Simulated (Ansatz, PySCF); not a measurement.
SbFBr2, SMILES [F][Sb]([Br])[Br]. Atoms are numbered in the order given.

```xyz
4

Sb     0.2878     0.7966     0.0000
F     -1.4987     1.5278     0.0000
Br    -0.0465    -0.8023    -1.9051
Br    -0.0465    -0.8023     1.9051
```

The structure is a stationary point at PBE0-D3(BJ)/def2-SVP. The def2 effective core potentials stand for the cores of Sb; spin–orbit coupling is left out.

Two levels are set side by side: PBE-D3(BJ)/def2-SVP (Ansatz, a first-principles code) and PBE0-D3(BJ)/def2-SVP (Ansatz). Each level has its own optimised geometry; the coordinates shown are those of the second. Frequencies come from the Hessian of PySCF at each geometry. Differences are taken from unrounded values.

| quantity | PBE0-D3(BJ) | PBE-D3(BJ) | PBE-D3(BJ) minus PBE0-D3(BJ) |
|---|---|---|---|
| mean bond length (Å) | 2.316 | 2.345 | 0.028 |
| bond Sb1–F2 (Å) | 1.930 | 1.956 | 0.025 |
| bond Sb1–Br3 (Å) | 2.510 | 2.539 | 0.030 |
| bond Sb1–Br4 (Å) | 2.510 | 2.539 | 0.030 |
| highest harmonic wavenumber (cm⁻¹) | 640 | 605 | -35 |
| mean harmonic wavenumber (cm⁻¹) | 257 | 242 | -15 |
| zero-point energy (kcal/mol) | 2.20 | 2.07 | -0.13 |

Exact exchange shortens and stiffens bonds; PBE has none. Differences between two approximate levels are no errors against the true value.
